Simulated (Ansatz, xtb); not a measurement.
## Two structures of AlFGaH5OSi

We compare a, a singlet given by its coordinates, with b, a singlet given by its coordinates. Both are isolated molecules in the gas phase, relaxed with PBE0-D3(BJ)/pcseg-1.

a (Å):

```xyz
10

Al   -2.6575    0.3585    0.1350
F     1.4808    2.0775    0.1937
Ga   -0.4880   -0.0073    2.0636
O    -0.9157    1.0278    0.2538
Si    0.0679    2.0330   -0.6164
H    -2.3334   -0.4764    1.5826
H    -2.7646   -0.6622   -1.0821
H     0.3371    1.4738   -1.9626
H    -3.7068    1.5279    0.3921
H    -0.4777    3.4110   -0.6462
```

Close contacts (Å): Al1–Ga3 2.93, Al1–O4 1.87, F2–Si5 1.63, Ga3–O4 2.13, O4–Si5 1.65, Al1–H6 1.70, Al1–H7 1.59, Al1–H9 1.59, Ga3–H6 1.96, Si5–H8 1.48, Si5–H10 1.48.

b (Å):

```xyz
10

Al   -1.8656   -0.3942    1.5261
F    -1.2654   -1.9074    0.7323
Ga    0.6363   -2.1928    1.6307
O    -0.2581   -0.5109    2.4524
Si   -1.8069    1.4864   -0.0485
H     0.0973    0.0925    3.1146
H    -3.1172   -0.7024    2.4580
H    -0.5492    1.4940   -0.8690
H    -1.8413    2.8108    0.6586
H    -2.9477    1.5010   -1.0206
```

Close contacts (Å): Al1–F2 1.81, Al1–Ga3 3.08, Al1–O4 1.86, Al1–Si5 2.45, F2–Ga3 2.12, Ga3–O4 2.07, Al1–H7 1.59, O4–H6 0.96, Si5–H8 1.50, Si5–H9 1.50, Si5–H10 1.50.

Estimate E(b) − E(a) at the level CCSD(T)/def2-SVP + ΔMP2/def2-TZVPP.

Not settled: CCSD(T)/def2-SVP + ΔMP2/def2-TZVPP gives E(b) − E(a) = +9.5 kcal/mol, but this leans on the basis-set step: CCSD(T) alone gives +0.9 kcal/mol.

How the difference moves with the method:

```
                             level             geometry  E(b) − E(a) (kcal/mol)  departure from the last row (kcal/mol)  job, with rough time for the two
               PBE0-D3(BJ)/pcseg-1  PBE0-D3(BJ)/pcseg-1                      −3.1                                   −12.6             optimisation, 3.5 min
                       HF/def2-SVP  PBE0-D3(BJ)/pcseg-1                      +3.5                                    −6.0           part of the CCSD(T) run
                      MP2/def2-SVP  PBE0-D3(BJ)/pcseg-1                      +2.3                                    −7.3           part of the CCSD(T) run
                  CCSD(T)/def2-SVP  PBE0-D3(BJ)/pcseg-1                      +0.9                                    −8.6                      single point
CCSD(T)/def2-SVP + ΔMP2/def2-TZVPP  PBE0-D3(BJ)/pcseg-1                      +9.5                                                        single point, 57 s
```

PBE0-D3(BJ)/pcseg-1 puts the two in the other order. The largest departure from CCSD(T)/def2-SVP + ΔMP2/def2-TZVPP is that of PBE0-D3(BJ)/pcseg-1, 12.6 kcal/mol. Levels run at GFN2-xTB geometries aren't shown. The last row adds to CCSD(T) the change of the MP2 difference between the two basis sets, here +8.6 kcal/mol, a large step that makes the value less sure.

With harmonic frequencies from PBE0-D3(BJ)/pcseg-1 (ideal gas, rigid rotor, one conformer each, 200 K, 1 atm): on the last row, ΔE + ΔZPE = +10.8 kcal/mol. A mode under 50 cm⁻¹ makes harmonic enthalpies and free energies unreliable, so none is given.

The correlated steps freeze 21 core orbitals; the filled d shell of Ga is correlated, in a basis made for valence electrons. Run with Ansatz 0.2.0; the last row on 2 threads of Intel(R) Xeon(R) Platinum 8375C CPU @ 2.90GHz (Ice Lake) on a shared host.
